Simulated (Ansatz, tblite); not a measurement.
Spin states of the cluster SnF₂⁻ (the lowest doublet isomer of a short search), each relaxed with B3LYP-D4/def2-TZVPD in Ansatz. Electronic energies in the gas phase.

In the def2 sets Sn takes a core potential, while STO-3G treats all electrons; there is no spin–orbit coupling. The xTB rows come from tblite. Correlated methods freeze 6 core orbitals; core or outer-core shells of Sn are correlated, in sets that lack core-valence functions. The structure comes from a short search, and lower isomers may exist.

Doublet geometry (C2v within 0.1 Å):

```xyz
3

Sn    0.288   -0.430   -0.756
F    -1.336   -0.709    0.448
F     1.048    1.138    0.308
```

Quartet geometry (C2v within 0.1 Å):

Cartesian coordinates in Å:
```
Sn 0.4068 0.5288 0.7696
F -0.3396 0.8926 -1.1078
F -0.0672 -1.4214 0.3383
```

⟨S²⟩: doublet 0.75 at PBE0-D4/def2-TZVPD (pure 0.75), quartet 3.76 at PBE0-D4/def2-TZVPD (pure 3.75).

Only these spin states were relaxed.

```
                  level  quartet − doublet (kJ/mol)  lowest of these                                               remarks
               GFN1-xTB                       733.5          doublet                                                     –
              HF/STO-3G                       486.9          doublet  HOMO above zero (doublet), HOMO above zero (quartet)
         HF/def2-TZVPPD                       367.9          doublet                                                     –
 LDA (SPW92)/def2-TZVPD                       453.6          doublet  HOMO above zero (doublet), HOMO above zero (quartet)
     PBE0-D4/def2-TZVPD                       435.2          doublet  HOMO above zero (doublet), HOMO above zero (quartet)
CAM-B3LYP-D4/def2-TZVPD                       466.8          doublet                             HOMO above zero (quartet)
         MP2/def2-TZVPD                       453.2          doublet                                                     –
       CCSD/def2-TZVPPD                       444.0          doublet                                                     –
    CCSD(T)/def2-TZVPPD                       444.1          doublet                                                     –
```

Question: Estimate the rows for GFN2-xTB, HF/def2-TZVPD, PBE-D4/def2-TZVPD, r2SCAN-D4/def2-TZVPD, r2SCAN0-D4/def2-TZVPD, ωB97X-V/def2-TZVPD, ωB97M-V/def2-TZVPD, RPA@PBE/def2-TZVPD, MP2/def2-TZVPPD.

Answer: 
```
                level  quartet − doublet (kJ/mol)  lowest of these                                               remarks
             GFN2-xTB                       764.2          doublet                                                     –
        HF/def2-TZVPD                       367.9          doublet                                                     –
    PBE-D4/def2-TZVPD                       431.7          doublet  HOMO above zero (doublet), HOMO above zero (quartet)
 r2SCAN-D4/def2-TZVPD                       425.0          doublet  HOMO above zero (doublet), HOMO above zero (quartet)
r2SCAN0-D4/def2-TZVPD                       429.0          doublet  HOMO above zero (doublet), HOMO above zero (quartet)
   ωB97X-V/def2-TZVPD                       466.7          doublet                                                     –
   ωB97M-V/def2-TZVPD                       455.4          doublet                                                     –
   RPA@PBE/def2-TZVPD                       433.5          doublet                                                     –
      MP2/def2-TZVPPD                       453.2          doublet                                                     –
```

The xTB methods have no term that favours high spin, so they put low spin too low.
